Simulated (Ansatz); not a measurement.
Ansatz (a program for electronic structure) input (PBE0/STO-3G):

Ansatz 0.2 input:
```yaml
crystal:
  periodic: [false, false, false]
  atoms:
    - {symbol: Si, position_ang: [0.34699007, 0.39812116, 0.18158183]}
    - {symbol: C, position_ang: [-1.51244605, 0.18557296, 0.19095063]}
    - {symbol: F, position_ang: [0.99778404, -0.82571578, -0.64998435]}
    - {symbol: H, position_ang: [0.91208954, 0.32284150, 1.56001238]}
    - {symbol: H, position_ang: [-1.77273916, -0.79249230, 0.60609456]}
    - {symbol: H, position_ang: [-1.97323805, 0.95809902, 0.81014782]}
    - {symbol: H, position_ang: [-1.92935342, 0.25585982, -0.81424493]}
basis:
  gaussian:
    orbitals: STO-3G
hamiltonian:
  xc: {name: PBE0}
magnetization: {spin_polarized: true, initial_magnetization: 1}
```

Output:

```
Functional definition: PBE0
integrals: 0.01 GiB planned
289 factors; integrals over basis functions are off by at most 2.2e-5 eV
mean field: 0.11 GiB planned
mean field evaluation 1: about -11544.4012 eV, gradient 1.1e1 eV
mean field evaluation 2: about -11543.9290 eV, gradient 1.5e1 eV
mean field evaluation 4: about -11545.4063 eV, gradient 5.0e-1 eV
mean field evaluation 8: about -11545.3890 eV, gradient 6.4e-3 eV
mean field -11545.38896539 eV, -424.2852187325 hartree, gradient 4.8e-5 eV, S^2 0.750727; 0 other end points of the search recorded, 0 dependent functions left out
reference -11545.38897875 eV, -424.2852192233 hartree; 17, 16 occupied and 6, 7 virtual orbitals, 289 factors
Total energy: -11545.38897875 eV, -424.2852192233 hartree
```

It need not be the lowest isomer of its formula.
